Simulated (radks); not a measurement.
Results of a calculation; reference values are marked as such.
Removal energies from the tin ion Sn2+, [Kr] 4d10 5s2, by Delta-SCF beside the eigenvalue of the level emptied. Level of theory: non-relativistic Kohn-Sham, PBE, spin-polarised, spherical densities, point nucleus (a radial shooting solver on a logarithmic mesh with Libxc functionals). Open shells are filled with parallel spins first.

removed from,final configuration,Delta-SCF (eV),-eigenvalue (eV)
5s,[Kr] 4d10 5s1,29.483,25.048
4d,[Kr] 4d9 5s2,52.789,44.513
4p,[Ar] 3d10 4s2 4p5 4d10 5s2,114.06,104.87
4s,[Ar] 3d10 4s1 4p6 4d10 5s2,150.85,141.37
